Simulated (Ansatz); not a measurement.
Ansatz results at the PBE0-D4/def2-TZVP geometry: HOMO energy (PBE/def2-TZVPP) -6.39 eV; HOMO–LUMO gap (PBE0/def2-TZVPP) 6.80 eV; LUMO energy (ωB97M-V/def2-TZVPP) 1.42 eV.

**Question.** Which molecule gave them?
A. `[SH][Ge]([SH])([SH])[Cl]`
B. `CC[O][GeH3]`
C. `[CH3][GeH]([Cl])[Cl]`
D. `[GeH3][c]1ccccc1`

**Answer.** D. The others give `CC[O][GeH3]`: -6.15, 8.06, 2.10; `[CH3][GeH]([Cl])[Cl]`: -7.38, 8.42, 1.71; `[SH][Ge]([SH])([SH])[Cl]`: -6.47, 6.12, 0.39.
